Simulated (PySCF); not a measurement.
SMILES CB(C)S[Si](O)(O)O, singlet (GFN2-xTB optimised geometry):

```
17

Si     0.236     1.846    -0.053
O      1.170     1.896    -1.379
O      1.215     1.707     1.227
O     -0.656     3.202    -0.069
S     -1.157     0.208     0.000
B     -0.216    -1.309     0.000
C      1.363    -1.309     0.000
C     -1.019    -2.670     0.012
H      0.782     2.168    -2.207
H      2.097     2.070     1.190
H     -1.390     3.299     0.531
H      1.734    -0.938     0.956
H      1.788    -2.299    -0.151
H      1.778    -0.647    -0.758
H     -0.812    -3.245    -0.891
H     -2.097    -2.539     0.077
H     -0.708    -3.299     0.845
```

Level of theory: CAM-B3LYP/def2-SVP in PySCF.

Q: What are the frontier orbital energies and the dipole moment?

A: HOMO-2 -10.07 eV, HOMO-1 -9.14 eV, HOMO -8.86 eV, LUMO 0.98 eV, LUMO+1 2.00 eV; dipole moment 1.24 D.

On the same geometry PBE/def2-SVP (PySCF) gives HOMO-2 -7.21 eV, HOMO-1 -6.47 eV, HOMO -6.36 eV, LUMO -1.13 eV, LUMO+1 0.16 eV; dipole moment 1.37 D.

Meta-Löwdin charges at CAM-B3LYP/def2-SVP: Si1 1.36, O2 -0.71, O3 -0.71, O4 -0.71, S5 -0.22, B6 0.14, C7 -0.42, C8 -0.40, H9 0.34, H10 0.34, H11 0.34, H12 0.12, H13 0.10, H14 0.11, H15 0.11, H16 0.10, H17 0.11.
